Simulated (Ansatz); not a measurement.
Computed with Ansatz on PBE0-D4/def2-TZVP structures; ΔE is electronic, products minus reactants. CCSD(T)/CBS adds triple-zeta CCSD(T) − MP2 to the extrapolated MP2 energy (def2 sets, frozen cores). Functionals use def2-TZVPP. For Ge outer-core shells are correlated without core-valence functions, which leaves a few kJ/mol of doubt a bond. Scalar relativity is left out up to krypton. One conformer a species, not always the lowest.

Reaction (redistribution): `C[O][GeH2][C]#N` + `C[Si](C)(O)Cl` → `C[O][GeH2][OH]` + `C[Si](C)(Cl)C#N`

Q: Is it downhill or uphill in electronic energy at CCSD(T)/CBS, and by how much? (Best estimate.)

A: The calculation gave: Uphill: ΔE = +48.5 kJ/mol.

Q: What do these levels give: CAM-B3LYP-D4, PBE-QIDH, RPA@PBE/def2-TZVPP, CCSD(T)/def2-SVP, CCSD(T)/def2-TZVPP, MP2/def2-QZVPP? (Estimate.)

A: Computed: CAM-B3LYP-D4 49.2, PBE-QIDH 48.0, RPA@PBE/def2-TZVPP 47.7, CCSD(T)/def2-SVP 37.6, CCSD(T)/def2-TZVPP 49.1, MP2/def2-QZVPP 47.1 kJ/mol.

Largest T1 diagnostic among the species: 0.013.

From BLYP to BHLYP (50 % exact exchange), in def2-TZVPP and without D4, ΔE moves by +6.6 kJ/mol. In def2-TZVPP, CCSD(T) changes the Hartree–Fock value by −3.5 kJ/mol (the triples alone add −1.5 kJ/mol) and MP2 by −5.0 kJ/mol.
